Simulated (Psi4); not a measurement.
C₄H₁₂O₄Si, singlet, geometry from GFN2-xTB; R2SCAN/def2-SVP run with Psi4.

Input for Psi4:
```
memory 2 GB

molecule mol {
0 1
C     0.011328   -2.168322   -1.643392
O    -0.159478   -0.793302   -1.408744
Si    0.000000    0.000000   -0.000000
O    -0.540591    1.506810   -0.276778
C    -1.720049    1.887156   -0.939446
O    -0.805548   -0.883985    1.099538
C    -0.823357   -0.710385    2.493977
O     1.505617    0.170477    0.585984
C     2.532077    0.991551    0.088861
H    -0.595013   -2.752206   -0.950401
H     1.058934   -2.451277   -1.520701
H    -0.303515   -2.366037   -2.668592
H    -1.693490    2.971033   -1.056736
H    -2.597436    1.603212   -0.354499
H    -1.779200    1.409880   -1.917974
H     0.192878   -0.675928    2.887535
H    -1.336130    0.216752    2.758697
H    -1.357888   -1.559236    2.921740
H     2.874632    0.631313   -0.883497
H     2.181335    2.018254   -0.019160
H     3.354894    0.954240    0.803588
}

set {
  basis def2-svp
  reference rks
}

energy('r2scan')
print_variables()
```

What the program printed (banner, timings and long lists left out):

```
   => Loading Basis Set <=

    Name: DEF2-SVP
    Role: ORBITAL
    Keyword: BASIS

         ---------------------------------------------------------
                                   SCF
               by Justin Turney, Rob Parrish, Andy Simmonett
                          and Daniel G. A. Smith
                              RKS Reference
         ---------------------------------------------------------

  ==> Geometry <==

    Molecular point group: c1
    Full point group: C1

    Geometry (in Angstrom), charge = 0, multiplicity = 1:

       Center              X                  Y                   Z               Mass
    ------------   -----------------  -----------------  -----------------  -----------------
         C            0.011328072293    -2.168322000000    -1.643392000000    12.000000000000
         O           -0.159477927707    -0.793302000000    -1.408744000000    15.994914619570
         SI           0.000000072293    -0.000000000000     0.000000000000    27.976926534650
         O           -0.540590927707     1.506810000000    -0.276778000000    15.994914619570
         C           -1.720048927707     1.887156000000    -0.939446000000    12.000000000000
         O           -0.805547927707    -0.883985000000     1.099538000000    15.994914619570
         C           -0.823356927707    -0.710385000000     2.493977000000    12.000000000000
         O            1.505617072293     0.170477000000     0.585984000000    15.994914619570
         C            2.532077072293     0.991551000000     0.088861000000    12.000000000000
         H           -0.595012927707    -2.752206000000    -0.950401000000     1.007825032230
         H            1.058934072293    -2.451277000000    -1.520701000000     1.007825032230
         H           -0.303514927707    -2.366037000000    -2.668592000000     1.007825032230
         H           -1.693489927707     2.971033000000    -1.056736000000     1.007825032230
         H           -2.597435927707     1.603212000000    -0.354499000000     1.007825032230
         H           -1.779199927707     1.409880000000    -1.917974000000     1.007825032230
         H            0.192878072293    -0.675928000000     2.887535000000     1.007825032230
         H           -1.336129927707     0.216752000000     2.758697000000     1.007825032230
         H           -1.357887927707    -1.559236000000     2.921740000000     1.007825032230
         H            2.874632072293     0.631313000000    -0.883497000000     1.007825032230
         H            2.181335072293     2.018254000000    -0.019160000000     1.007825032230
         H            3.354894072293     0.954240000000     0.803588000000     1.007825032230

  Running in c1 symmetry.

  Rotational constants: A =      0.03909  B =      0.03909  C =      0.03861 [cm^-1]
  Rotational constants: A =   1171.97287  B =   1171.97267  C =   1157.64345 [MHz]
  Nuclear repulsion =  632.990905146903856

  Charge       = 0
  Multiplicity = 1
  Electrons    = 82
  Nalpha       = 41
  Nbeta        = 41

  ==> Algorithm <==

  SCF Algorithm Type is DF.
  DIIS enabled.
  MOM disabled.
  Fractional occupation disabled.
  Guess Type is SAD.
  Energy threshold   = 1.00e-06
  Density threshold  = 1.00e-06
  Integral threshold = 1.00e-12

  ==> Primary Basis <==

  Basis Set: DEF2-SVP
    Blend: DEF2-SVP
    Number of shells: 92
    Number of basis functions: 190
    Number of Cartesian functions: 199
    Spherical Harmonics?: true
    Max angular momentum: 2

  ==> DFT Potential <==

   => LibXC <=

    Version 7.1.2
    S. Lehtola, C. Steigemann, M. J. T. Oliveira, and M. A. L. Marques,  SoftwareX 7, 1–5 (2018) (10.1016/j.softx.2017.11.002)

   => Composite Functional: R2SCAN <=

    r2SCAN Meta-GGA XC Functional  (0.1021/acs.jpclett.0c02405)
    J. W. Furness, A. D. Kaplan, J. Ning, J. P. Perdew, J. Sun  J. Phys. Chem. Lett.  11, 8208–8215, 2020

    Deriv               =              1
    GGA                 =           TRUE
[...]
    Keyword: DF_BASIS_SCF

  ==> Integral Setup <==

  SCF_SUBTYPE=INCORE selected. In-core MEM_DF algorithm will be used.
  Using in-core AOs.

  ==> MemDFJK: Density-Fitted J/K Matrices <==

    J tasked:                   Yes
    K tasked:                    No
    wK tasked:                   No
    Algorithm:                 Core
    Schwarz Cutoff:           1E-12
    Mask sparsity (%):      10.1274
    Fitting Condition:        1E-10

   => Auxiliary Basis Set <=

  Basis Set: (DEF2-SVP AUX)
    Blend: DEF2-UNIVERSAL-JKFIT
    Number of shells: 310
    Number of basis functions: 952
    Number of Cartesian functions: 1123
    Spherical Harmonics?: true
    Max angular momentum: 4

  Minimum eigenvalue in the overlap matrix is 9.7600524500E-03.
  Reciprocal condition number of the overlap matrix is 1.8450857541E-03.
    Using symmetric orthogonalization.

  ==> Pre-Iterations <==

  SCF Guess: Superposition of Atomic Densities via on-the-fly atomic UHF (no occupation information).

   -------------------------
    Irrep   Nso     Nmo
   -------------------------
     A        190     190
   -------------------------
    Total     190     190
   -------------------------

  ==> Iterations <==

                           Total Energy        Delta E     RMS |[F,P]|

   @DF-RKS iter SAD:  -748.55015471728552   -7.48550e+02   0.00000e+00
   @DF-RKS iter   1:  -748.78317663932160   -2.33022e-01   6.37047e-03 ADIIS/DIIS
   @DF-RKS iter   2:  -748.25374609984704    5.29431e-01   8.71455e-03 ADIIS/DIIS
   @DF-RKS iter   3:  -749.44017638125263   -1.18643e+00   1.02770e-03 ADIIS/DIIS
   @DF-RKS iter   4:  -749.45441925323416   -1.42429e-02   3.15488e-04 ADIIS/DIIS
   @DF-RKS iter   5:  -749.45598874614802   -1.56949e-03   6.75004e-05 DIIS
   @DF-RKS iter   6:  -749.45605542804037   -6.66819e-05   1.50415e-05 DIIS
   @DF-RKS iter   7:  -749.45605978762694   -4.35959e-06   2.67117e-06 DIIS
   @DF-RKS iter   8:  -749.45605991799016   -1.30363e-07   1.59139e-07 DIIS
  Energy and wave function converged.

  ==> Post-Iterations <==

   Electrons on quadrature grid:
      Ntotal   =   82.0000230364 ; deviation = 2.304e-05

    Orbital Energies [Eh]
    ---------------------

    Doubly Occupied:

[...]
    Virtual:

[...]
    Final Occupation by Irrep:
              A
    DOCC [    41 ]
    NA   [    41 ]
    NB   [    41 ]

  @DF-RKS Final Energy:  -749.45605991799016

   => Energetics <=

    Nuclear Repulsion Energy =            632.9909051469038559
    One-Electron Energy =               -2288.8195491606784344
    Two-Electron Energy =                 987.8067178328869886
    DFT Exchange-Correlation Energy =     -81.4341337371027265
    Empirical Dispersion Energy =           0.0000000000000000
    VV10 Nonlocal Energy =                  0.0000000000000000
    Total Energy =                       -749.4560599179901601

Computation Completed

Properties will be evaluated at   0.000000,   0.000000,   0.000000 [a0]

Properties computed using the SCF density matrix

 Multipole Moments:

 ------------------------------------------------------------------------------------
     Multipole            Electronic (a.u.)      Nuclear  (a.u.)        Total (a.u.)
 ------------------------------------------------------------------------------------

 L = 1.  Multiply by 2.5417464519 to convert [e a0] to [Debye]
 Dipole X            :         -0.0000024            0.0000018           -0.0000007
 Dipole Y            :         -0.0000008            0.0000000           -0.0000008
 Dipole Z            :         -0.0000003           -0.0000000           -0.0000003
 Magnitude           :                                                    0.0000011

 ------------------------------------------------------------------------------------

  Variable Map:
  ----------------------------------------------------------------------------
[...]
  Array Variable Map:
  ----------------------------------------------------------------------------
[...]
[...]
```
